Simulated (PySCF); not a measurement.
Computed shifts of a molecule CH₃F₃Si, HF/pcSseg-1 (PySCF), GIAO, gas phase, equivalent atoms averaged, in ppm (number of nuclei): ¹⁹F: -130.0 (2), -185.4 (1). ²⁹Si: -17.8 (1). ¹³C: 112.9 (1). ¹H: 5.94 (1), 5.10 (2). References: ¹⁹F against CFCl3 (σ = 238.5 ppm); ²⁹Si against TMS (σ = 393.8 ppm); ¹³C against TMS (σ = 192.6 ppm); ¹H against TMS (σ = 31.99 ppm), references at their B3LYP-D3(BJ)/def2-TZVP geometries, non-relativistic. Coordinates come from a PBE-D3(BJ)/def2-SVP optimisation. One conformer was computed; it need not be the lowest.

**Question.** Pick the molecule that these values belong to.
A) C[Si](F)(F)F
B) FC(F)(F)[SiH3]
C) FC[SiH](F)F
D) F[SiH2]C(F)F

**Answer.** D, F[SiH2]C(F)F
